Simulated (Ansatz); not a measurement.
C3H11BSe. The species carries charge 0 and has multiplicity 1. The bonds changed during the relaxation, so this is another structure than the one it started from. The geometry is a stationary point of PBE0-D4/def2-TZVP. It is one conformer, not always the lowest.

```xyz
16

C     0.878   -1.228    0.404
B     0.399    0.162   -0.164
C     0.080    0.300   -1.701
C     0.598    1.461    0.705
Se   -2.529   -0.180    0.632
H     0.427   -2.093   -0.088
H     1.958   -1.293    0.203
H     0.766   -1.333    1.486
H    -0.545    1.161   -1.951
H    -0.351   -0.598   -2.152
H     1.042    0.464   -2.209
H     0.496    1.301    1.781
H     1.635    1.793    0.544
H    -0.038    2.299    0.406
H    -2.608   -1.554    0.125
H    -2.209   -0.662    1.980
```

Problem. What is the dipole moment at PBE/def2-TZVPP? (Estimate.)

Solution. Ansatz gave: 0.94 D, with components (-0.48, -0.69, 0.43) D in this frame, pointing from negative to positive charge.

Problem. And with r2SCAN, B3LYP, ωB97M-V? (An estimate is asked.)

Solution. Computed: r2SCAN 0.94 D, B3LYP 0.88 D, ωB97M-V 0.86 D.

Problem. Give the Mulliken charges with PBE, B3LYP, r2SCAN in def2-TZVPP. (Estimate.)

Solution. Computed: 
| atom | PBE | B3LYP | r2SCAN |
| --- | --- | --- | --- |
| C1 | -0.33 | -0.32 | -0.26 |
| B2 | 0.12 | 0.17 | 0.24 |
| C3 | -0.33 | -0.33 | -0.26 |
| C4 | -0.33 | -0.33 | -0.26 |
| Se5 | -0.07 | -0.07 | -0.09 |
| H6 | 0.08 | 0.08 | 0.05 |
| H7 | 0.10 | 0.09 | 0.06 |
| H8 | 0.08 | 0.08 | 0.05 |
| H9 | 0.09 | 0.09 | 0.06 |
| H10 | 0.08 | 0.08 | 0.05 |
| H11 | 0.10 | 0.09 | 0.06 |
| H12 | 0.08 | 0.08 | 0.05 |
| H13 | 0.10 | 0.09 | 0.06 |
| H14 | 0.09 | 0.09 | 0.06 |
| H15 | 0.07 | 0.06 | 0.07 |
| H16 | 0.07 | 0.06 | 0.07 |

B3LYP here is the variant with VWN-RPA as its local correlation; programs differ in this.
